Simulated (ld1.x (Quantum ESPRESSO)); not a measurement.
**B: excitation energies, all-electron against PAW**

B, PAW, made with ld1.x (Quantum ESPRESSO) 7.5 (PBE, scalar-relativistic). Core [He], reference 2s2 2p1. Waves: 2s (bound): rcut 1.25, rcutus 1.35 bohr; 2s channel at 1.15 Ry: rcut 1.25, rcutus 1.35 bohr; 2p (bound): rcut 3.00, rcutus 3.15 bohr; 2p channel at 0.1 Ry: rcut 3.00, rcutus 3.15 bohr; 3d channel at 0.15 Ry: rcut 2.95, rcutus 3.45 bohr; 3d channel at 1.75 Ry: rcut 2.95, rcutus 3.45 bohr. Local part: all-electron potential smoothed inside 1.80 bohr (lloc = -1). Core correction: Bessel-smoothed model core inside 0.95 bohr. Augmentation charge: PSQ, inside the norm-conserving radii.

Energies are relative to the spin-unpolarised reference configuration 2s2 2p1; without spin polarisation the order of configurations can differ from experiment.

Give the all-electron excitation energy and the error of the potential for: 2s2 2p0; 2s1 2p0; 2s2 2p0.5; 2s2 2p1.3; 2s1 2p1; 2s0 2p3; 2s1 2p2.

```tsv
valence configuration	charge	ΔE all-electron (eV)	error AE − PS (meV)
2s2 2p0	+1	8.220	+0.6
2s1 2p0	+2	33.642	-3.2
2s2 2p0.5	+0.5	2.887	+0.2
2s2 2p1.3	-0.3	-0.738	+0.1
2s1 2p1	+1	14.361	-2.6
2s0 2p3	0	11.721	-4.6
2s1 2p2	0	5.851	-1.0
```

Levels in the configuration 2s2 2p0.5:

| level | all-electron (eV) | pseudo (eV) |
| --- | --- | --- |
| 2s | -14.130 | -14.130 |
| 2p | -8.087 | -8.087 |
